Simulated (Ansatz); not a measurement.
This geometry of CH$_{4}$BBrO (8 atoms, charge 0, multiplicity 1) is a first-order saddle point.

Theory: Ansatz, RKS PBE-D4/def2-SVP.

```xyz
8
Properties=species:S:1:pos:R:3
O -0.889 1.098 -0.738
B -0.189 0.555 0.288
C 0.642 -0.768 0.027
Br -0.489 -2.159 -0.793
H -1.354 1.914 -0.484
H -0.167 1.103 1.382
H 1.064 -1.213 0.947
H 1.474 -0.587 -0.685
```

(1) Which two structures does it join? (They come from a converged band through this point; their orientation in space is the band's.)

(2) How far does it lie above each of them?

## Answers

(1) No bond is made or broken. The dihedral H6–B2–C3–H8 goes from -171 to -58°.

First end point:

```xyz
8
Properties=species:S:1:pos:R:3
O -0.325 1.400 -0.785
B -0.207 0.522 0.248
C 0.635 -0.790 0.003
Br -0.820 -2.122 -0.190
H -0.908 2.149 -0.569
H -0.751 0.735 1.321
H 1.251 -1.134 0.854
H 1.217 -0.817 -0.937
```

Last end point:

```xyz
8
Properties=species:S:1:pos:R:3
O -1.342 0.821 -0.348
B -0.145 0.584 0.237
C 0.652 -0.743 -0.042
Br -0.185 -2.004 -1.289
H -1.724 1.678 -0.085
H 0.351 1.401 1.006
H 0.826 -1.289 0.908
H 1.660 -0.506 -0.443
```

(2) 0.092 eV above the first and 0.052 eV above the second. This is the barrier of this one path; another mechanism may lie lower.

Time of the run: 39 s on 2 threads of Intel(R) Xeon(R) Platinum 8488C (Sapphire Rapids), on a shared host, peak memory 0.15 GiB.
